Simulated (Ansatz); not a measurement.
A nudged elastic band was laid between two geometries of C2H2ClSi (6 atoms, charge 1, multiplicity 1).

Computed with RKS B3LYP-D4/def2-SVP in Ansatz.

```
movable images  : 5
climbing image  : yes
spring          : 5.0 eV/Å²
optimiser       : quadratic models (default)
start path      : through a guess of the saddle point
force threshold : 0.03 eV/Å
iteration limit : 60
end points      : relaxed
```

Image 0:

```xyz
6
Properties=species:S:1:pos:R:3
C -0.237 1.229 -0.034
C 0.035 -0.042 -0.069
Si 0.066 -1.700 0.727
Cl 0.831 -3.080 -0.530
H -0.677 1.750 0.834
H -0.018 1.843 -0.928
```

Image 6:

```xyz
6
Properties=species:S:1:pos:R:3
C -0.272 1.221 0.062
C -0.018 -0.055 0.075
Si 0.613 -1.568 -0.760
Cl 0.467 -3.169 0.459
H -0.715 1.687 0.963
H -0.075 1.884 -0.799
```

**Question.** What changes between the two ends?

**Answer.** No bond is made or broken.  The two ends are copies of one structure, up to a mirror image or an exchange of like atoms.

**Question.** Give the energies along the band, and the barrier.

**Answer.** The forces met the threshold. The highest image is number 3 of 0 to 6, 22.0 kcal/mol above the ends, which have the same energy within 2 meV. A vibrational analysis at the climbing image gives one clearly imaginary mode, 333i cm⁻¹: a first-order saddle point.

```
image  path coordinate (Å)  energy (kcal/mol)
    0                 0.00                0.0
    1                 0.41                1.3
    2                 0.82               10.8
    3                 1.23               22.0
    4                 1.63               11.0
    5                 2.03                1.4
    6                 2.44                0.0
```

**Question.** What is the geometry of the highest image?

**Answer.** 
```xyz
6
Properties=species:S:1:pos:R:3
C -0.280 1.314 0.015
C 0.004 0.012 -0.001
Si 0.339 -1.577 -0.020
Cl 0.742 -3.499 -0.038
H -0.573 1.827 0.944
H -0.231 1.924 -0.900
```

**Question.** What are the harmonic wavenumbers there?

**Answer.** 333i, 122, 169, 291, 515, 959, 972, 1059, 1414, 1777, 3089, 3188 cm⁻¹.

Run time: 4.5 min on 1 thread of Arm Neoverse V1 (shared host), peak memory 0.14 GiB.
